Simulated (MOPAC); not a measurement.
MOPAC input (PM6):

```
PM6 PRECISE GNORM=0.05 LET XYZ CHARGE=-1 GEO-OK AUX(PRECISION=9) THREADS=1
H3BN

B    -0.91474652 1   -0.10148148 1   -0.02466265 1
N     0.52235394 1   -0.06411667 1    0.01039311 1
H    -1.26973164 1    1.09815991 1    0.00322334 1
H     1.12003754 1    0.76684294 1    0.04962353 1
H     1.06694913 1   -0.90877879 1   -0.00228534 1
```

From the last part of the output:

```
                                                       MOPAC v23.2.5 Linux

          FINAL HEAT OF FORMATION =         32.79907 KCAL/MOL =     137.23129 KJ/MOL

          COSMO AREA              =         69.48 SQUARE ANGSTROMS
          COSMO VOLUME            =         51.17 CUBIC ANGSTROMS

          GRADIENT NORM           =          0.03642          =       0.01629 PER ATOM
          IONIZATION POTENTIAL    =          0.131499 EV
          HOMO LUMO ENERGIES (EV) =         -0.131  7.680
          NO. OF FILLED LEVELS    =          6
          MOLECULAR WEIGHT        =         27.8404         POINT GROUP:  Cs

          MOLECULAR DIMENSIONS (Angstroms)

            Atom       Atom       Distance
            H     5    H     3     3.03781
            H     4    B     1     1.93043
            N     2    B     1     0.00000

          SCF CALCULATIONS        =         15

   ATOM   CHEMICAL          X               Y               Z
  NUMBER   SYMBOL      (ANGSTROMS)     (ANGSTROMS)     (ANGSTROMS)

     1       B         -0.87749962  *  -0.08498560  *  -0.02328466  *
     2       N          0.52214025  *  -0.04525847  *   0.01095816  *
     3       H         -1.34333110  *   1.03267779  *  -0.00049373  *
     4       H          1.15855762  *   0.72267743  *   0.04919773  *
     5       H          0.98084353  *  -0.92345494  *  -0.00476174  *

                             CARTESIAN COORDINATES

   1    B       -0.877499621    -0.084985600    -0.023284663
   2    N        0.522140250    -0.045258468     0.010958164
   3    H       -1.343331097     1.032677787    -0.000493733
   4    H        1.158557625     0.722677433     0.049197726
   5    H        0.980843530    -0.923454944    -0.004761738

           Empirical Formula: H3 N B  =     5 atoms

      MOLECULAR POINT GROUP   :   Cs

                  EIGENVALUES
 -24.58870 -11.54202 -11.43821  -5.57254  -4.65400  -0.13150   7.68008   9.16662
  11.46918  12.04602  13.01332

              NET ATOMIC CHARGES AND DIPOLE CONTRIBUTIONS

  ATOM NO.   TYPE          CHARGE      No. of ELECS.   s-Pop       p-Pop
    1          B          -0.949042        3.9490     1.67504     2.27400
    2          N          -0.354418        5.3544     1.44757     3.90685
    3          H          -0.014027        1.0140     1.01403
    4          H           0.128756        0.8712     0.87124
    5          H           0.188733        0.8113     0.81127
 DIPOLE           X         Y         Z       TOTAL
 POINT-CHG.     4.571    -0.119     0.104     4.574
 HYBRID         1.623     1.812     0.093     2.434
 SUM            6.194     1.693     0.197     6.424

          ATOMIC ORBITAL ELECTRON POPULATIONS

     Atom    s        px        py        pz
    1  B   1.67504   0.74643   1.16892   0.35866
    2  N   1.44757   1.15801   1.10727   1.64156
    3  H   1.01403
    4  H   0.87124
    5  H   0.81127

 **********************
 *                    *
 * JOB ENDED NORMALLY *
 *                    *
 **********************

 == MOPAC DONE ==
```

The dipole moment of an ion depends on the origin.
